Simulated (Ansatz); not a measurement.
Calculated with Ansatz (gas phase, PBE0-D4/def2-TZVP geometries, no zero-point term in ΔE). CCSD(T)/CBS is the MP2 limit (def2-TZVPP, def2-QZVPP) plus CCSD(T) − MP2 in def2-TZVPP, frozen cores. DFT in def2-TZVPP. B3LYP here is the variant with VWN-RPA as its local correlation; programs differ in this. Elements past krypton have def2 core potentials. For Te outer-core shells are correlated without core-valence functions, which leaves a few kJ/mol of doubt a bond. One conformer a species, not always the lowest.

`C[CH2][AlH][O][SiH3]` + `OC([SiH3])[TeH]` → `C[CH2][AlH][TeH]` + `OC([SiH3])O[SiH3]`  (redistribution)

**Question.** Is it downhill or uphill in electronic energy at CCSD(T)/CBS, and by how much? (An estimate is asked.)

**Answer.** The calculation gave: Uphill: ΔE = +0.73 eV.

**Question.** What do these levels give: ωB97M-V, PBE, B3LYP, HF/def2-QZVPP, HF/CBS(def2), MP2/CBS(def2)? (An estimate is asked.)

**Answer.** The calculation gave: ωB97M-V 0.65, PBE 0.57, B3LYP 0.70, HF/def2-QZVPP 0.65, HF/CBS(def2) 0.66, MP2/CBS(def2) 0.80 eV.

Largest T1 diagnostic among the species: 0.013.

In def2-TZVPP, CCSD(T) changes the Hartree–Fock value by +0.07 eV (the triples alone add −0.00 eV) and MP2 by +0.14 eV.
